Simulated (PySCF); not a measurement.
Below is a simulated gas-phase Cl 2p photoelectron spectrum of `[Cl][Be][Cl]`.

Every computed line was given a Gaussian of 0.6 eV full width at half maximum and an area set by the number of equivalent atoms (split 2:1 within a doublet); the highest printed point is 100. Level of theory: delta-SCF UKS SCAN, pcX-2 on the ionised atom, pcseg-1 elsewhere, spin-free X2C (PySCF).

```
binding energy (eV)  intensity
              205.7          0
              205.8          1
              205.9          3
              206.0          8
              206.1         18
              206.2         34
              206.3         56
              206.4         80
              206.5         96
              206.6        100
              206.7         89
              206.8         68
              206.9         44
              207.0         25
              207.1         12
              207.2          5
              207.3          2
              207.4          1
              207.5          1
              207.6          2
              207.7          6
              207.8         12
              207.9         22
              208.0         34
              208.1         44
              208.2         50
              208.3         48
              208.4         40
              208.5         28
              208.6         17
              208.7          9
              208.8          4
              208.9          2
              209.0          1
              209.1          0
```

Question: How many maxima does the curve show, and how many computed lines lie under it?

Answer: The curve has 2 maxima (at 206.6 and 208.2 eV). Under it lie 2 lines from 1 inequivalent chlorine site, drawn as a 2p3/2, 2p1/2 pair.

Question: Decompose the envelope and assign each component. Bonds: Be1–Cl2, Be1–Cl3.

Answer: 
```csv
position (eV),relative area,line,atoms,environment
206.57,1.33,Cl 2p3/2,Cl2/Cl3,chlorine bonded to Be
208.23,0.67,Cl 2p1/2,Cl2/Cl3,chlorine bonded to Be
```

Question: What are the centre and the root-mean-square width of the whole band?

Answer: The area-weighted mean of the lines is 207.13 eV. Their own spread about it is 0.78 eV (rms) and each Gaussian has σ = 0.6/2.355 = 0.25 eV; the variances add, which gives 0.82 eV.

The curve has no shake-up lines and no vibrational structure. The first atom of each set that the bonding makes equivalent was ionised and stands for the set. The 2p values add to the ΔSCF energy of one spin-free hole a correction within the shell (spin–orbit coupling, ligand field). 2p1/2 minus 2p3/2 (ligand field included): Cl 1.65 eV. Geometry: PBE0-D3(BJ)/def2-SVP; no solvent, vibrations or thermal averaging.
